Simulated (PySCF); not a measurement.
# Excitation energy of Sb²⁺ by level of theory

Sb²⁺ [Kr] 4d10 5s2 5p1 (2P) → Sb²⁺ [Kr] 4d10 5s1 5p2 (4P), as a difference of total energies. Calculation: PySCF 2.14, in aug-cc-pVQZ-PP with ECP28MDF; a scalar-relativistic core potential. Correlated levels: valence: 4s2 4p6 4d10 frozen. The calculations carry no spin-orbit coupling.

```json
{"method": "UHF", "excitation energy (eV)": "5.571"}
{"method": "LDA", "excitation energy (eV)": "8.065"}
{"method": "PBE", "excitation energy (eV)": "7.780"}
{"method": "PBE0", "excitation energy (eV)": "7.338"}
{"method": "r2SCAN", "excitation energy (eV)": "7.101"}
{"method": "LC-wPBE", "excitation energy (eV)": "7.102"}
{"method": "TPSSh", "excitation energy (eV)": "7.374"}
{"method": "B2PLYP", "excitation energy (eV)": "7.298"}
{"method": "MP2 (valence)", "excitation energy (eV)": "6.353"}
{"method": "SCS-MP2 (valence)", "excitation energy (eV)": "6.643"}
```

**Question.** How much does correlation contribute at MP2 (valence)?

**Answer.** 6.353 − (5.571) = 0.782 eV, measured against UHF.
